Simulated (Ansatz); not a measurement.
Gas-phase electronic energies from Ansatz, PBE0-D4/def2-TZVP geometries. CCSD(T)/CBS adds triple-zeta CCSD(T) − MP2 to the extrapolated MP2 energy (def2 sets, frozen cores). This one scheme is used for every species. Functionals use def2-TZVPP. Each species was taken in one conformer, which may not be the lowest.

Consider the ligand exchange at the Si–N bond: `OBN[SiH3]` + `S[SiH2]S` → `[SiH3]S[SiH2]S` + `NBO`.

`OBN[SiH3]`:

Z-matrix (Å, degrees):
```
Si
N 1 1.742
H 1 1.487 2 106.6
H 1 1.485 2 111.7 3 -119.1
H 1 1.485 2 111.6 3 119.1
B 2 1.410 1 125.7 3 -179.6
H 2 1.007 1 117.3 3 0.4
O 6 1.369 2 117.2 1 -0.0
H 6 1.201 2 121.4 1 179.9
H 8 0.957 6 113.4 2 180.0
```

`S[SiH2]S`:

Z-matrix (Å, degrees):
```
Si
S 1 2.126
S 1 2.137 2 108.8
H 1 1.482 2 104.0 3 120.9
H 1 1.484 2 113.0 3 -120.3
H 2 1.344 1 94.4 3 59.4
H 3 1.345 1 93.8 2 -156.0
```

`[SiH3]S[SiH2]S`:

Z-matrix (Å, degrees):
```
Si
S 1 2.138
H 1 1.482 2 106.9
H 1 1.482 2 111.5 3 120.1
H 1 1.488 2 109.7 3 -119.1
Si 2 2.134 1 97.6 3 154.8
S 6 2.137 2 115.0 1 53.8
H 6 1.480 2 105.3 1 171.0
H 6 1.482 2 109.9 1 -68.4
H 7 1.343 6 93.9 2 -89.1
```

`NBO`:

Z-matrix (Å, degrees):
```
N
B 1 1.397
H 1 1.003 2 122.7
H 1 1.006 2 122.6 3 -180.0
O 2 1.371 1 118.7 3 -180.0
H 2 1.202 1 119.9 3 -0.0
H 5 0.957 2 112.5 1 -180.0
```

```
        level  ΔE (kJ/mol)
      PBE0-D4        -27.0
HF/def2-QZVPP         -1.3
```

Problem. What does CCSD(T)/CBS give? (An estimate is asked.)

Solution. Computed: -18.2 kJ/mol. The listed levels differ from it by -8.8, 16.9 kJ/mol.

Largest T1 diagnostic among the species: 0.012.

The D4 term adds −6.3 kJ/mol with B3LYP and −3.6 kJ/mol with PBE0; it sums over pairs of atoms, weighted by their polarisabilities, and B3LYP, whose exchange is more repulsive, gets the larger term. In def2-TZVPP, CCSD(T) changes the Hartree–Fock value by −12.8 kJ/mol (the triples alone add −3.1 kJ/mol) and MP2 by −17.1 kJ/mol.

B3LYP here is the variant with VWN-RPA as its local correlation; programs differ in this.
